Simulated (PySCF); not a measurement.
# Polarisability and C₆ of Te³⁺ (tellurium, charge +3)

[Kr] 4d10 5s2 5p1, 2P determinant. Calculation: PySCF 2.14, in def2-TZVPPD with the def2 core potential (28 electrons); a scalar-relativistic core potential. Coupled (time-dependent) response in atomic units; α is the mean over directions.

```
 method  mean α (bohr³)         α xx, yy, zz  C₆ (like pair)  S(−4)
    UHF           11.40  11.69, 10.82, 11.69           60.62  39.81
    PBE           10.38  10.47, 10.20, 10.47           54.25  31.12
   PBE0           10.60  10.75, 10.29, 10.75           55.59  32.80
r2SCAN0           10.81  11.01, 10.41, 11.01           58.07  33.28
  B3LYP           10.39  10.50, 10.19, 10.50           54.26  31.35
```

S(−4) is the Cauchy moment in α(ω) = α(0) + S(−4) ω² + …

Spin-orbit coupling is absent.

α(iu) at r2SCAN0:

```csv
u (hartree),α(iu) (bohr³)
0,10.81
0.0500,10.73
0.100,10.49
0.200,9.649
0.300,8.552
0.500,6.414
0.750,4.523
1.00,3.370
1.50,2.165
2.00,1.569
3.00,0.9763
5.00,0.4981
```

A single London oscillator, α(iu) = α/(1 + u²/ω²), gives C₆ = (3/4) ω α². Matching the computed C₆ needs ω = 4 × 58.07 / (3 × 10.81²) = 0.663 hartree.

For an ion, C₆ is the dispersion term alone; charge-induced terms of lower order in 1/R come first.

The components differ because the open shell of this determinant is not spherical; for a pure term their mean is the scalar polarisability.

Energies and moments cover only the electrons outside the core potential.
